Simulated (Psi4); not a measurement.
hydrogen sulfide (H₂S), singlet, geometry from GFN2-xTB, with bond 2-1 at 1.6 times its length. Base run: HF/def2-SVP (Psi4).

Here is a job for Psi4.
```
memory 2 GB

molecule mol {
0 1
S    -0.000355   -0.002092    0.102048
H    -0.059078    1.558296   -1.336298
H     0.042741   -0.939686   -0.835845
}

set {
  basis def2-svp
  reference rhf
}

energy('scf')
print_variables()
```

Variants of this job, named by their change:

```
change                        ΔE vs base (µEh)  SCF cycles  basis functions
----------------------------  ----------------  ----------  ---------------
base                                       0.0           8               28
scf_type = dfdirj+link                   -94.9           8               28
diis_max_vecs = 3                          0.0           8               28
scf_type = mem_df                          0.0           8               28
level_shift = 1.0                          0.0           8               28
scf_type = out_of_core                    26.3           8               28
df_basis_scf = cc-pvqz-jkfit              20.8           8               28
guess = sapgau                             0.0           8               28
scf_type = pk                             26.3           8               28
df_basis_scf = cc-pvtz-jkfit              25.6           8               28
guess = modhuckel                          0.0           9               28
guess = core                               0.0          11               28
guess = gwh                                0.0          10               28
```
